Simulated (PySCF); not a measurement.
# How methods differ on the interval between two levels of As⁺

As⁺ [Ar] 3d10 4s2 4p2 [3P2, M_J = 2] → As⁺ [Ar] 3d10 4s1 4p2 5s1 [5P3, M_J = 3], as a difference of total energies. Computed with PySCF 2.14 in x2c-SVPall-2c with one added diffuse shell each of s, p, d type (6s7p4d, 47 functions), with the two-component X2C-1e Hamiltonian. Correlated levels: [Ne] frozen. "Screened" scales the spin-orbit matrix elements by Boettger's factors to mimic the two-electron term; Breit and QED terms are absent.

```
                    method  interval between two levels (cm⁻¹)
           GHF (spin-free)                              127400
          GMP2 (spin-free)                              135540
 GHF (screened spin-orbit)                              127710
GMP2 (screened spin-orbit)                              135810
```

The labels give the starting determinants; with spin-orbit coupling the two ends relaxed to ⟨J²⟩ = 6.01, ⟨L²⟩ = 2.10, ⟨S²⟩ = 1.96 and ⟨J²⟩ = 12.02, ⟨L²⟩ = 2.03, ⟨S²⟩ = 6.00.

The promoted electron is Rydberg-like, and one or two diffuse shells describe it only roughly, which tends to raise the upper state.
